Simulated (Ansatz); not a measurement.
Ansatz (a quantum-chemistry and plane-wave program) input:

Ansatz 0.2 input:
```yaml
crystal:
  periodic: [false, false, false]
  atoms:
    - {symbol: C, position_ang: [1.76130218, 0.32697956, 0.19129565]}
    - {symbol: Si, position_ang: [-0.05238554, -0.03123044, -0.00133731]}
    - {symbol: O, position_ang: [-0.04888792, -1.45611853, -0.86244353]}
    - {symbol: O, position_ang: [-0.94053473, 1.07772211, -0.83262675]}
    - {symbol: O, position_ang: [-0.71583391, -0.10535094, 1.48997985]}
    - {symbol: H, position_ang: [1.85618759, 1.29032535, 0.69954795]}
    - {symbol: H, position_ang: [2.26851153, 0.38428637, -0.77117235]}
    - {symbol: H, position_ang: [2.24880626, -0.43329622, 0.80150325]}
    - {symbol: H, position_ang: [-0.90816114, 1.04010358, -1.79223425]}
    - {symbol: H, position_ang: [-1.65770716, 0.06390846, 1.57402738]}
basis:
  gaussian:
    orbitals: cc-pVTZ-DK
magnetization: {spin_polarized: true, initial_magnetization: 1}
correlation: {method: ccsd_t, electrons: outside_noble_gas}
```

Q: Which total energy does the run end on?

A: -556.34255 Eh (X2C-CCSD(T)/cc-pVTZ-DK). The basis has 224 functions.

It need not be the lowest isomer of its formula.
